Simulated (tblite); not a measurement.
Compound: C5H8OPSi (charge -1).
Numbering: `[CH3:1][O:2][c:3]1[cH:4][cH:5][c:6]([SiH3:7])[p-:8]1` (hydrogens: H9, H10, H11 on C1; H12 on C4; H13 on C5; H14, H15, H16 on Si7)

Computed geometry: GFN2-xTB, gas phase.

Question: Give the optimised bond lengths and angles.

Answer: 
| bond | length (pm) |
| --- | --- |
| C1–O2 | 139.0 |
| O2–C3 | 139.3 |
| C3–C4 | 138.5 |
| C4–C5 | 139.2 |
| C5–C6 | 138.9 |
| C6–Si7 | 184.5 |
| C6–P8 | 177.4 |
| C3–P8 | 175.0 |
| C1–H9, C1–H10, C1–H11 | 109.7 |
| C4–H12 | 108.1 |
| C5–H13 | 108.4 |
| Si7–H14, Si7–H15, Si7–H16 | 148.0 |

Bonds in one row agree within 1 pm and their mean is given. A selection of angles:
| angle | degrees |
| --- | --- |
| O2–C1–H9 | 111.2 |
| O2–C1–H10 | 107.4 |
| H9–C1–H10 | 109.9 |
| H9–C1–H11 | 107.3 |
| C1–O2–C3 | 113.5 |
| O2–C3–C4 | 120.6 |
| O2–C3–P8 | 126.2 |
| C4–C3–P8 | 113.2 |
| C3–C4–C5 | 112.1 |
| C3–C4–H12 | 122.8 |
| C5–C4–H12 | 125.2 |
| C4–C5–C6 | 114.2 |
| C4–C5–H13 | 123.4 |
| C6–C5–H13 | 122.5 |
| C5–C6–Si7 | 125.2 |
| C5–C6–P8 | 111.1 |
| Si7–C6–P8 | 123.7 |
| C6–Si7–H14 | 110.1 |
| C6–Si7–H15 | 115.5 |
| H14–Si7–H15 | 105.4 |
| H15–Si7–H16 | 104.2 |
| C3–P8–C6 | 89.5 |

Torsions: C1–O2–C3–C4 -179° (antiperiplanar).

Si7 (SiH3 silicon) is distorted tetrahedral (angles from 104.2° to 115.5°). C5 (aromatic CH carbon) is planar (angles 123.4°, 122.5° and 114.2°, sum 360.0°, 0.00 Å off the plane of its three neighbours). The 8 heavy atoms lie in one plane (0.005 Å rms). C6 (substituted aromatic carbon) is planar (angles 125.2°, 123.7° and 111.1°, sum 360.0°, 0.00 Å off the plane of its three neighbours). Of the pairs four or more bonds apart, P8···H11 is among the closest relative to their van der Waals radii: 2.83 Å, 94 % of the sum of Bondi's values. The C–P distances run from 1.750 Å (C3–P8, aromatic) to 1.774 Å (C6–P8, aromatic), a spread of 0.024 Å. C3 (aromatic carbon bearing oxygen) is planar (angles 126.2°, 120.6° and 113.2°, sum 360.0°, 0.00 Å off the plane of its three neighbours).

Its GFN2-xTB frequencies are all real (lowest 71 cm⁻¹). 2 starts were optimised and ended at 0.00 and 3.39 kcal/mol (GFN2-xTB); the lowest of these is shown.

One conformer stands for the species.
